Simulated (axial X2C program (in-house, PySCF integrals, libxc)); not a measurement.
**What spin–orbit coupling does to AlV**

All values were computed with an in-house all-electron X2C program for linear molecules (integrals from PySCF). Spin-free means the one-electron spin-free X2C Hamiltonian; two-component (2c) means X2C with spin–orbit coupling and atomic mean-field two-electron Coulomb and Gaunt terms, so the difference of the two also holds small scalar two-electron terms. Basis: V dyall-cv3z [10s10p6d4f2g], Al dyall-v3z [8s8p2d1f] (cores contracted in-house); Gaussian nuclei, density fitting, unrestricted open shells. Masses: V 50.944 u, Al 26.982 u.

Spin-free state: M_S = 3, Λ = 0 (beyond evenly filled blocks: 2 × σα, π+α, π-α, δ+α, δ-α); fragments V + Al.

```csv
level,Re (Å),ωe (cm⁻¹),μ (D)
PBE0,2.449,324.7,-2.17
HF,2.583,276.8,-2.53
r2SCAN,2.476,311.6,-2.08
```

Dipoles are positive if Al is the positive end.

Two-component determinant lowest at the distance of the search:

Ω = 3 (⟨Sz⟩ = 3.00, ⟨Lz⟩ = 0.00 at PBE0); fragments V + Al.

```tsv
level	Re (Å)	ωe (cm⁻¹)	μ (D)
PBE0	2.450	324.4	-2.16
HF	2.583	276.6	-2.53
r2SCAN	2.476	311.4	-2.08
```

Problem. From the two tables, how do the constants change at the PBE0 level (2c against spin-free)?

Solution. At the PBE0 level Re is unchanged within 0.001 Å and ωe falls by 0.3 cm⁻¹.

The state is a single determinant with fixed occupations, the lowest that a limited PBE0 search found. De is not given where an atomic determinant may have missed its ground term or J level, or where the truncated virtual space spoils (T). Density functionals use the spin component along the axis (collinear). Other states lie close and PBE0, whose exact exchange favours high spin, may order them wrongly; the determinant shown need not be the ground state. The nearest other spin-free determinant of the search, M_S = 2, Λ = 2, lies 0.27 eV up at the distance of the search. Without a current term, density functionals place determinants with orbital angular momentum somewhat too high. The spin of this state cannot come from the lowest atoms; the curve heads to a higher limit, and no De is given. With several unpaired electrons one determinant need not be a pure state. Open-shell Ω = 0 determinants with evenly filled partner blocks cannot be reached by this program, so the Ω shown need not be the lowest component.
